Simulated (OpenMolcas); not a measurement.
## 3d² along the 20-electron sequence

| Item | Value |
| --- | --- |
| Program | OpenMolcas |
| Method | XMS-CASPT2, IPEA 0.25 Eh, imaginary shift 0.1 Eh |
| Basis | ANO-RCC-VTZP |
| Scalar Hamiltonian | DKH2, point nucleus |
| Spin-orbit coupling | state interaction with AMFI integrals over the reference wave functions, term energies averaged over their components |

Active space for each ion: 2 electrons in 10 orbitals (3d 4d); closed shells correlated by CASPT2: 3s 3p.

Computed levels in cm-1 above ³F₂:

| Level | Cr4+ | Mn5+ | Co7+ |
| --- | --- | --- | --- |
| ³F₃ | 510 | 758 | 1381 |
| ³F₄ | 1161 | 1715 | 3080 |
| ¹D₂ | 13820 | 16130 | 20410 |
| ³P₀ | 16360 | 18780 | 23120 |
| ³P₁ | 16540 | 19050 | 23630 |
| ³P₂ | 16930 | 19660 | 24860 |
| ¹G₄ | 22830 | 26510 | 33250 |
| ¹S₀ | 53470 | 62010 | 77960 |
| weight of ³F in the lowest level (%) | 100 | 100 | 100 |

Measured, with the error of the calculation in %. Measured levels: Cr4+ from Sugar and Corliss, J. Phys. Chem. Ref. Data 6, 317 (1977); Mn5+ from Corliss and Sugar, J. Phys. Chem. Ref. Data 6, 1253 (1977); Co7+ from Sugar and Corliss, J. Phys. Chem. Ref. Data 10, 1097 (1981).

| Level | Cr4+ | Mn5+ | Co7+ |
| --- | --- | --- | --- |
| ³F₃ | 508 (+0.4) | 746 (+1.7) | 1430 (-3.4) |
| ³F₄ | 1142 (+1.7) | 1669 (+2.8) | 3144 (-1.9) |
| ¹D₂ | 13188 (+4.8) | 15336 (+5.2) | 19624 (+4.0) |
| ³P₀ | 15492 (+5.6) | 17782 (+5.6) | 22304 (+3.6) |
| ³P₁ | 15677 (+5.5) | 18057 (+5.5) | 22839 (+3.4) |
| ³P₂ | 16041 (+5.5) | 18628 (+5.6) | 24055 (+3.4) |
| ¹G₄ | 22019 (+3.7) | 25511 (+3.9) | 32360 (+2.8) |
| ¹S₀ | 51146 (+4.5) |  | 74247 (+5.0) |

The fine-structure level ³F₄ changes by a factor of 2.65 from Cr4+ to Co7+. Its fourth root runs 5.84, 6.44, 7.45, with steps per unit of Z of 0.60, 0.51; equal steps would mean a (Z - σ)^4 law with constant σ.

¹D₂ changes by a factor of 1.48 over the same range, with steps per unit of Z of +2310, +2140 cm-1.

CASPT2 does not keep the components of a term degenerate, so their means are used; among the terms shown or strongly mixed into the levels shown the widest spread is 890 cm-1 (3d² ³F, Cr4+). Active for correlation alone: 4d; no level in the range computed is led by a configuration that fills it, so any true level of that kind is missing. Measured partners are found by configuration, term and J. A level has none where our copy of the source lacks it or the pairing is in doubt (some pairs that miss far off the trend of their configuration count as doubtful), and it then counts in no deviation. Only configurations of the active space appear.
